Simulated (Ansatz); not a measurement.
Basis sets compared for the cluster In3P3⁺. The state is a doublet with charge 1. Geometry PBE-D4/def2-SVP. Ansatz on 4 threads of Arm Neoverse V1 on a shared host; times are rough, and most runs start from earlier orbitals.

Cartesian coordinates in Å:
```
In 1.2271 1.8788 1.4768
In -3.1198 1.0087 -1.2496
In 2.1868 -2.4168 -1.2983
P 1.2657 -0.8965 0.8219
P -1.3268 0.7786 0.8448
P -0.2330 -0.3528 -0.5955
```

In the def2 sets In takes a core potential; there is no spin–orbit coupling. Another isomer (doublet) lies 0.86 eV lower at PBE0-D4/def2-TZVP; other spin states weren't run for this one.

| level | functions | energy (Eh) | HOMO (eV) | LUMO (eV) | wall time |
| --- | --- | --- | --- | --- | --- |
| PBE-D4/def2-SVP | 132 | -1593.6110 | -8.34 | -7.78 | 4.3 s |
| PBE0-D4/def2-SVP | 132 | -1593.6658 | -9.21 | -7.16 | 7 s |

(1) Estimate the rows for PBE-D4/def2-TZVP (with forces), PBE0-D4/def2-TZVP.

## Answers

(1) 
| level | functions | energy (Eh) | HOMO (eV) | LUMO (eV) | wall time |
| --- | --- | --- | --- | --- | --- |
| PBE-D4/def2-TZVP (with forces) | 261 | -1593.9809 | -8.29 | -7.72 | 12 s |
| PBE0-D4/def2-TZVP | 261 | -1594.0306 | -9.15 | -7.10 | 38 s |
